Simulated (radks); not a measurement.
Problem. These are the eigenvalues of the occupied orbitals of an atom or ion with whole-number occupations (eV). Method: scalar-relativistic Kohn-Sham, exchange-only r2SCAN, spin-polarised, spherical densities, finite nucleus; meta-GGA in the generalised Kohn-Sham scheme; Fermi nuclear charge, rms radius of each element as measured or else 0.836 A^(1/3) + 0.57 fm; computed with a radial shooting solver on a logarithmic mesh with Libxc functionals.

| orbital | eigenvalue |
|---|---|
| 1s up | -50193.72 |
| 1s down | -50193.60 |
| 2s up | -8326.639 |
| 2s down | -8326.606 |
| 2p up | -7408.810 |
| 2p down | -7408.746 |
| 3s up | -1869.941 |
| 3s down | -1866.991 |
| 3p up | -1583.933 |
| 3p down | -1580.969 |
| 3d up | -1206.053 |
| 3d down | -1203.731 |
| 4s up | -399.8824 |
| 4s down | -392.4877 |
| 4p up | -305.2194 |
| 4p down | -297.7787 |
| 4d up | -173.6701 |
| 4d down | -166.0698 |
| 5s up | -76.2533 |
| 5p up | -52.7120 |
| 5p down | -48.4283 |
| 4f up | -31.9999 |
| 4f down | -24.8005 |

Which element is it, and in what charge state? The configuration may be excited. Open shells, if any, are filled with parallel spins first.

Solution. Z = 64, gadolinium, charge +3: Gd3+ in [Kr] 4d10 4f8 5s1 5p6. The list shows which subshells hold electrons but not how many an open one holds; the 1s level, -1844.6 hartree, gives Z - s = 60.7 by -(Z - s)^2/2, which with screening and relativity narrows Z to a few neighbours, and the depths of the outer levels then fix element, charge and occupations together.
